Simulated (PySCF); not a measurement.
# Predicted spectroscopic data

PySCF 2.14.0 with density-fitted response routines calculation with structure optimised with GFN2-xTB and shieldings: GIAO PBE0/pcSseg-1; no solvent model, relativity neglected, one computed conformer, equivalent nuclei averaged.

References, each an isolated molecule treated in the same way: TMS for $^{1}$H (31.72 ppm), $^{13}$C (186.93 ppm). Splittings of carbon signals by F and P are missing where no couplings were computed. Where no couplings were computed, multiplicities follow the n + 1 count of equivalent neighbours, and m marks all less simple cases (inequivalent or close neighbours, rings, F or P nearby). Shifts are as computed. Against solution values, carbons near 30 ppm lie about +3 ppm off and those near 130 ppm about +5 ppm. Of 1211 compounds with measured shifts, 218 miss one by over three times the rms of a fit or turn the order of signals round; such compounds aren't used in these exercises.

**1.** `COC(C)=C=PCP`, C5H10OP2. $^{1}$H NMR (400 MHz, computed): δ 3.82 (s, 3H), 2.80 (m, 2H), 2.33 (s, 3H), 1.49 (m, 2H). $^{13}$C{$^{1}$H} NMR (computed): δ 265.5, 159.5, 55.0, 18.8, 17.5.

**2.** SMILES [SiH3]Cc1cccc(O[SiH3])c1, C7H12OSi2. $^{1}$H NMR (400 MHz, computed): δ 7.46 (m, 1H), 7.06 (s, 1H), 7.01 (d, 1H), 6.57 (d, 1H), 5.13 (s, 3H), 3.92 (t, 3H), 2.31 (q, 2H). $^{13}$C{$^{1}$H} NMR (computed): δ 162.6, 148.6, 134.9, 125.6, 124.3, 114.9, 21.4.
